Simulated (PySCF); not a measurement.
Ti: ionisation energy

Ti [Ar] 3d2 4s2 [3d3/2^2, M_J = 2] → Ti⁺ [Ar] 3d2 4s1 [3d3/2^2 4s1/2^1, M_J = 3/2], as a difference of total energies. Calculation: PySCF 2.14, in x2c-TZVPall-2c (6s7p4d1f, 54 functions); the two-component X2C-1e Hamiltonian. Correlated levels: [Ne] frozen; the 6 highest virtual spinors dropped. "Screened" scales the spin-orbit matrix elements by Boettger's factors to mimic the two-electron term; Breit and QED terms are absent.

```tsv
method	ionisation energy (eV)	error (eV)
GHF (spin-free)	5.565	-1.263
GMP2 (spin-free)	6.508	-0.320
GHF (screened spin-orbit)	5.565	-1.263
GMP2 (screened spin-orbit)	6.507	-0.321
```

Reference: 6.828 eV (measured; NIST Atomic Spectra Database, ionization energies).

Errors of the correlated levels include the incompleteness of this basis and the frozen core.

The labels give the starting determinants; with spin-orbit coupling the two ends relaxed to ⟨J²⟩ = 7.88, ⟨L²⟩ = 12.01, ⟨S²⟩ = 2.01 and ⟨J²⟩ = 6.65, ⟨L²⟩ = 12.00, ⟨S²⟩ = 3.75.

MP2 underrates the near-degeneracy of ns² with np² in the lower species.

The determinant of Ti and of Ti⁺ mixes levels of different J (the jj label is only the starting occupation), so the difference between spin-free and spin-orbit rows is not the physical spin-orbit shift.
